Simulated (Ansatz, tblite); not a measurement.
Removing and adding an electron: (AgBr)2 ring (Ag₂Br₂). The state is a singlet with charge 0. Geometry: r2SCAN-D4/def2-SVP. Ansatz, gas phase; energy differences of separate SCF runs; the oxidised species was run as a doublet alone; the reduced species was run as a doublet alone.

```xyz
4

Ag    1.036    0.373    0.823
Br    1.253   -1.641   -0.830
Ag   -1.036   -0.374   -0.823
Br   -1.253    1.642    0.830
```

In the def2 sets Ag takes a core potential; there is no spin–orbit coupling. The xTB rows come from tblite. HOMO above LUMO, or a gap near zero within one spin, warns that the state may not be the lowest or that an electron is smeared out.

Problem. Estimate orbital energies and vertical ionisation energies and electron affinities at: GFN1-xTB; GFN2-xTB; PBE-D4/def2-TZVP; PBE-D4/def2-TZVPD; r2SCAN-D4/def2-TZVP; r2SCAN-D4/def2-TZVPD; PBE0-D4/def2-TZVP; PBE0-D4/def2-TZVPD.

Solution. 
```json
{"level": "GFN1-xTB", "−HOMO (eV)": "10.58", "vertical IE (eV)": "14.00", "−LUMO (eV)": "7.69", "vertical EA (eV)": "4.05", "HOMO–LUMO gap (eV)": "2.90", "IE − EA (eV)": "9.95", "remarks": "–"}
{"level": "GFN2-xTB", "−HOMO (eV)": "10.81", "vertical IE (eV)": "13.88", "−LUMO (eV)": "7.04", "vertical EA (eV)": "4.73", "HOMO–LUMO gap (eV)": "3.77", "IE − EA (eV)": "9.15", "remarks": "–"}
{"level": "PBE-D4/def2-TZVP", "−HOMO (eV)": "6.25", "vertical IE (eV)": "8.96", "−LUMO (eV)": "3.36", "vertical EA (eV)": "–", "HOMO–LUMO gap (eV)": "2.90", "IE − EA (eV)": "–", "remarks": "gap within one spin near zero (+1 doublet)"}
{"level": "PBE-D4/def2-TZVPD", "−HOMO (eV)": "6.29", "vertical IE (eV)": "–", "−LUMO (eV)": "3.39", "vertical EA (eV)": "1.36", "HOMO–LUMO gap (eV)": "2.90", "IE − EA (eV)": "–", "remarks": "HOMO above zero (-1 doublet)"}
{"level": "r2SCAN-D4/def2-TZVP", "−HOMO (eV)": "6.44", "vertical IE (eV)": "9.08", "−LUMO (eV)": "3.10", "vertical EA (eV)": "–", "HOMO–LUMO gap (eV)": "3.34", "IE − EA (eV)": "–", "remarks": "–"}
{"level": "r2SCAN-D4/def2-TZVPD", "−HOMO (eV)": "6.46", "vertical IE (eV)": "–", "−LUMO (eV)": "3.12", "vertical EA (eV)": "1.27", "HOMO–LUMO gap (eV)": "3.34", "IE − EA (eV)": "–", "remarks": "HOMO above zero (-1 doublet)"}
{"level": "PBE0-D4/def2-TZVP", "−HOMO (eV)": "7.41", "vertical IE (eV)": "9.26", "−LUMO (eV)": "2.46", "vertical EA (eV)": "–", "HOMO–LUMO gap (eV)": "4.94", "IE − EA (eV)": "–", "remarks": "–"}
{"level": "PBE0-D4/def2-TZVPD", "−HOMO (eV)": "7.43", "vertical IE (eV)": "–", "−LUMO (eV)": "2.49", "vertical EA (eV)": "1.10", "HOMO–LUMO gap (eV)": "4.94", "IE − EA (eV)": "–", "remarks": "HOMO above zero (-1 doublet)"}
```

   A HOMO above zero means that the electron is unbound at that level or that self-interaction error raises the level; the energy of removing that electron tells which. Raw xTB energy differences between charge states are shifted by several eV; the methods need an empirical correction for them.
